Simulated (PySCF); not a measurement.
Mapped SMILES: `[CH2:1]=[CH:2][C@H:3]1[CH2:4][CH2:5][O:6][BH:7][O:8]1` (H(Xn): hydrogen on atom n). Ha(C4), Ha(C5) are cis to C2 on the ring; Ha(C1) is cis to C3; Hb(C4), Hb(C5) are trans to C2 on the ring; Hb(C1) is trans to C3.

PySCF 2.14.0 with density-fitted response routines calculation with coordinates at the PBE0-D3(BJ)/def2-SVP level and GIAO B3LYP/pcSseg-1 shieldings; gas phase, non-relativistic Hamiltonian, single conformer.

References, each an isolated molecule treated in the same way: ¹³C (σ = 179.24 ppm) and ¹H (σ = 31.38 ppm) against TMS; H2O for ¹⁷O (σ = 334.04 ppm); BF3·OEt2 for ¹¹B (σ = 97.83 ppm).

```json
{"atoms": "Hb(C4)", "nucleus": "¹H", "count": "1", "δ (ppm)": "2.12"}
{"atoms": "O8", "nucleus": "¹⁷O", "count": "1", "δ (ppm)": "159.8"}
{"atoms": "Ha(C5)", "nucleus": "¹H", "count": "1", "δ (ppm)": "4.12"}
{"atoms": "Hb(C5)", "nucleus": "¹H", "count": "1", "δ (ppm)": "3.89"}
{"atoms": "Ha(C4)", "nucleus": "¹H", "count": "1", "δ (ppm)": "?"}
{"atoms": "C5", "nucleus": "¹³C", "count": "1", "δ (ppm)": "60.3"}
{"atoms": "O6", "nucleus": "¹⁷O", "count": "1", "δ (ppm)": "136.6"}
{"atoms": "H(C3)", "nucleus": "¹H", "count": "1", "δ (ppm)": "?"}
{"atoms": "B7", "nucleus": "¹¹B", "count": "1", "δ (ppm)": "?"}
{"atoms": "H(B7)", "nucleus": "¹H", "count": "1", "δ (ppm)": "?"}
{"atoms": "C2", "nucleus": "¹³C", "count": "1", "δ (ppm)": "149.9"}
{"atoms": "C1", "nucleus": "¹³C", "count": "1", "δ (ppm)": "?"}
{"atoms": "C4", "nucleus": "¹³C", "count": "1", "δ (ppm)": "37.0"}
{"atoms": "H(C2)", "nucleus": "¹H", "count": "1", "δ (ppm)": "6.19"}
{"atoms": "Ha(C1)", "nucleus": "¹H", "count": "1", "δ (ppm)": "5.38"}
{"atoms": "Hb(C1)", "nucleus": "¹H", "count": "1", "δ (ppm)": "5.29"}
{"atoms": "C3", "nucleus": "¹³C", "count": "1", "δ (ppm)": "75.7"}
```

Complete the table.

Answers


- C1: 123.3 ppm, terminal =CH2 carbon; an sp2 carbon of a C=C bond
- H(C3): 4.16 ppm, hydrogen on an allylic sp3 CH bonded to O; its carbon carries O, hence the downfield position
- H(B7): 4.06 ppm, hydrogen on a boron bonded to 2 O, in a 6-membered ring
- Ha(C4): 1.46 ppm, hydrogen on an sp3 CH2 in a ring
- B7: 23.6 ppm, boron bonded to 2 O, H, in a 6-membered ring

Hydrogens on boron are broadened and split by ¹¹B (spin 3/2, 80 %) and 10B (spin 3). Shifts are as computed. Against solution values, carbons near 30 ppm lie about +2 ppm off and those near 130 ppm about +6 ppm. Of 1309 compounds with measured shifts, 239 miss one by over three times the rms of a fit or turn the order of signals round; such compounds aren't used in these exercises. Experimental scales use liquid or dissolved standards, which lie at an offset from isolated H2O (liquid H2O: subtract about 36 ppm).
